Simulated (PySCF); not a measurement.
C2H6Si, triplet, at a GFN2-xTB geometry of the parent state; BLYP/3-21G run with PySCF.

Here is a job for PySCF.
```python
from pyscf import gto, scf, dft

mol = gto.Mole()
mol.atom = '''
    Si   -0.25781853    0.11561357    0.69927516
    C     0.74714689    1.26727629   -0.47256628
    H     0.92573921    2.24312512   -0.02482989
    H     0.22513318    1.43369211   -1.41547096
    H     1.72091760    0.83786826   -0.71036843
    C    -0.40578857   -1.42035160   -0.45329187
    H     0.57448304   -1.79226401   -0.75330936
    H    -0.95623279   -1.18077588   -1.36366825
    H    -0.92873070   -2.24178365    0.03294363
'''
mol.basis = '3-21g'
mol.spin = 2
mol.verbose = 4
mol.build()

mf = dft.UKS(mol)
mf.xc = 'blyp'
mf.kernel()
mf.analyze()
```

Task: What does PySCF print? Leave out banner, timings and long lists.

Result: 
```
PySCF version 2.14.0

[INPUT] verbose = 4
[INPUT] num. atoms = 9
[INPUT] num. electrons = 32
[INPUT] charge = 0
[INPUT] spin (= nelec alpha-beta = 2S) = 2
[INPUT] symmetry False subgroup None
[INPUT] Mole.unit = angstrom
[INPUT] Symbol           X                Y                Z      unit          X                Y                Z       unit  Magmom
[...]
nuclear repulsion = 96.5074598286283
number of shells = 29
number of NR pGTOs = 75
number of NR cGTOs = 43
basis = 3-21g
ecp = {}

******** <class 'pyscf.dft.uks.UKS'> ********
method = UKS
initial guess = minao
damping factor = 0
level_shift factor = 0
DIIS = <class 'pyscf.scf.diis.CDIIS'>
diis_start_cycle = 1
diis_space = 8
diis_damp = 0
SCF conv_tol = 1e-09
SCF conv_tol_grad = None
SCF max_cycles = 50
direct_scf = True
direct_scf_tol = 1e-13
number electrons alpha = 17  beta = 15
XC library pyscf.dft.libxc version 7.1.2
    S. Lehtola, C. Steigemann, M. J. T. Oliveira, and M. A. L. Marques,  SoftwareX 7, 1–5 (2018)
XC functionals = blyp
    A. D. Becke,  Phys. Rev. A 38, 3098 (1988)
    C. Lee, W. Yang, and R. G. Parr,  Phys. Rev. B 37, 785 (1988)
    B. Miehlich, A. Savin, H. Stoll, and H. Preuss,  Chem. Phys. Lett. 157, 200 (1989)
radial grids:
    Treutler-Ahlrichs [JCP 102, 346 (1995); DOI:10.1063/1.469408] (M4) radial grids

becke partition: Becke, JCP 88, 2547 (1988); DOI:10.1063/1.454033
pruning grids: <function nwchem_prune>
grids dens level: 3
symmetrized grids: False
atomic radii adjust function: <function treutler_atomic_radii_adjust>
small_rho_cutoff = 0
Set gradient conv threshold to 3.16228e-05
tot grids = 106264
init E= -366.881165078098

cycle= 1 E= -367.117553854637  delta_E= -0.236  |g|= 0.376  |ddm|= 1.94

cycle= 2 E= -366.965292222805  delta_E= 0.152  |g|= 0.612  |ddm|= 1.06

cycle= 3 E= -367.193269185187  delta_E= -0.228  |g|= 0.0299  |ddm|= 0.721

cycle= 4 E= -367.194047037729  delta_E= -0.000778  |g|= 0.00984  |ddm|= 0.087

cycle= 5 E= -367.194139014139  delta_E= -9.2e-05  |g|= 0.00146  |ddm|= 0.0204

cycle= 6 E= -367.19414072119  delta_E= -1.71e-06  |g|= 0.000215  |ddm|= 0.00305

cycle= 7 E= -367.194140764441  delta_E= -4.33e-08  |g|= 3.27e-05  |ddm|= 0.000435

cycle= 8 E= -367.194140765897  delta_E= -1.46e-09  |g|= 6.2e-06  |ddm|= 0.000117

cycle= 9 E= -367.194140765949  delta_E= -5.24e-11  |g|= 4.19e-06  |ddm|= 1.81e-05

Extra cycle  E= -367.194140765919  delta_E= 3.02e-11  |g|= 8.11e-06  |ddm|= 1.5e-05
[...]
converged SCF energy = -367.194140765919  <S^2> = 2.0011157  2S+1 = 3.0007437
Total Energy =                        -367.194140765918860
[...]
spin_pop of  0 Si 2py      -0.00000
spin_pop of  0 Si 2pz       0.00001
spin_pop of  0 Si 3px       0.74430
spin_pop of  0 Si 3py       0.14947
spin_pop of  0 Si 3pz       0.58586
spin_pop of  0 Si 4px       0.00195
spin_pop of  0 Si 4py       0.00042
spin_pop of  0 Si 4pz       0.00049
spin_pop of  1 C 1s       -0.00000
spin_pop of  1 C 2s        0.00594
spin_pop of  1 C 3s       -0.00007
spin_pop of  1 C 2px       0.01597
spin_pop of  1 C 2py       0.01091
spin_pop of  1 C 2pz       0.03890
spin_pop of  1 C 3px       0.00013
spin_pop of  1 C 3py       0.00003
spin_pop of  1 C 3pz       0.00007
spin_pop of  2 H 1s       -0.00197
spin_pop of  2 H 2s        0.00016
spin_pop of  3 H 1s        0.02825
spin_pop of  3 H 2s        0.00051
spin_pop of  4 H 1s        0.02807
spin_pop of  4 H 2s        0.00052
spin_pop of  5 C 1s       -0.00000
spin_pop of  5 C 2s        0.00594
spin_pop of  5 C 3s       -0.00007
spin_pop of  5 C 2px      -0.00132
spin_pop of  5 C 2py       0.02856
spin_pop of  5 C 2pz       0.03854
spin_pop of  5 C 3px       0.00017
spin_pop of  5 C 3py      -0.00000
spin_pop of  5 C 3pz       0.00006
spin_pop of  6 H 1s        0.02825
spin_pop of  6 H 2s        0.00051
spin_pop of  7 H 1s        0.02807
spin_pop of  7 H 2s        0.00052
spin_pop of  8 H 1s       -0.00197
spin_pop of  8 H 2s        0.00016
 ** Mulliken Spin Density (per atom)  **
spin density of  0 Si =      1.74515
spin density of  1 C =      0.07188
spin density of  2 H =     -0.00181
spin density of  3 H =      0.02876
spin density of  4 H =      0.02859
spin density of  5 C =      0.07188
spin density of  6 H =      0.02876
spin density of  7 H =      0.02859
spin density of  8 H =     -0.00181
 ** Mulliken pop alpha/beta on meta-lowdin orthogonal AOs **
 ** Mulliken pop       alpha | beta **
In total            17.00000 | 15.00000
 ** Mulliken atomic charges   ( Nelec_alpha | Nelec_beta ) **
charge of  0Si =      0.26762  (     7.73877      5.99362 )
charge of  1C =     -0.46644  (     3.26916      3.19728 )
charge of  2H =      0.10857  (     0.44481      0.44662 )
charge of  3H =      0.11221  (     0.45827      0.42952 )
charge of  4H =      0.11185  (     0.45837      0.42978 )
charge of  5C =     -0.46643  (     3.26915      3.19727 )
charge of  6H =      0.11221  (     0.45828      0.42952 )
charge of  7H =      0.11185  (     0.45837      0.42978 )
charge of  8H =      0.10857  (     0.44481      0.44662 )
Dipole moment(X, Y, Z, Debye):  0.19047, -0.08550, -0.51671
```
